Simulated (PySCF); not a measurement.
Harmonic spectrum computed at PBE0 in the def2-TZVP basis family (core potentials from Rb on, PySCF, no spin–orbit coupling):

```json
{"symmetry": "a'", "ω (cm⁻¹)": "209", "IR (km/mol)": "26.3"}
{"symmetry": "a''", "ω (cm⁻¹)": "484", "IR (km/mol)": "111"}
{"symmetry": "a'", "ω (cm⁻¹)": "514", "IR (km/mol)": "145"}
{"symmetry": "a'", "ω (cm⁻¹)": "693", "IR (km/mol)": "116"}
{"symmetry": "a'", "ω (cm⁻¹)": "978", "IR (km/mol)": "224"}
{"symmetry": "a'", "ω (cm⁻¹)": "3932", "IR (km/mol)": "201"}
```

Which molecule gave it? In each, all ligands are bound to the one heavy central atom.
A. CO(OH) (doublet)
B. WO(OH) (quartet)
C. MoO(OH) (quartet)
D. ZrO(OH) (doublet)
E. ScO(OH) (singlet)

D. It has Cs symmetry with O–H 0.958 Å, Zr–O 1.732 Å, Zr–O 1.933 Å.
